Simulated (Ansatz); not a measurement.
Relaxation of Cl$_{2}$H$_{2}$Zn (5 atoms, charge 0, multiplicity 1), to a largest force component of 0.03 eV/Å in at most 50 steps.

Method: Ansatz, RKS BHLYP-D4/def2-SVP.

```xyz
5
Properties=species:S:1:pos:R:3:forces:R:3
Zn 0.304 0.000 0.102 0.08 0.00 1.19
Cl 0.496 0.000 2.295 0.12 0.00 -1.09
Cl 0.181 0.000 -1.996 0.00 0.00 0.00
H -2.378 0.000 0.790 -1.14 0.00 -1.25
H -1.888 0.000 1.313 0.94 0.00 1.15
```

Question: Where does it end, and by what steps?

Answer: The run converged. After 9 steps the energy has fallen by 0.144 eV; Cl2 moved furthest, 0.34 Å.

```json
{"step": "0", "energy less start (eV)": "0.0000", "largest force component (eV/Å)": "1.246", "accepted": "yes"}
{"step": "1", "energy less start (eV)": "-0.1139", "largest force component (eV/Å)": "0.464", "accepted": "yes"}
{"step": "2", "energy less start (eV)": "-0.1232", "largest force component (eV/Å)": "0.330", "accepted": "yes"}
{"step": "3", "energy less start (eV)": "-0.1309", "largest force component (eV/Å)": "0.110", "accepted": "yes"}
{"step": "4", "energy less start (eV)": "-0.1294", "largest force component (eV/Å)": "0.736", "accepted": "no"}
{"step": "5", "energy less start (eV)": "-0.1361", "largest force component (eV/Å)": "0.094", "accepted": "yes"}
{"step": "6", "energy less start (eV)": "-0.1403", "largest force component (eV/Å)": "0.251", "accepted": "yes"}
{"step": "7", "energy less start (eV)": "-0.1411", "largest force component (eV/Å)": "0.216", "accepted": "yes"}
{"step": "8", "energy less start (eV)": "-0.1431", "largest force component (eV/Å)": "0.068", "accepted": "yes"}
{"step": "9", "energy less start (eV)": "-0.1437", "largest force component (eV/Å)": "0.003", "accepted": "yes"}
```

```xyz
5
Properties=species:S:1:pos:R:3
Zn 0.297 0.000 0.281
Cl 0.833 0.000 2.321
Cl -0.079 0.000 -1.794
H -2.257 0.000 0.481
H -2.079 0.000 1.215
```

Whether the end is a true minimum wasn't checked by a vibrational analysis.

Run time: 32 s on 1 thread of Arm Neoverse V1, on a shared host, peak memory 0.18 GiB.
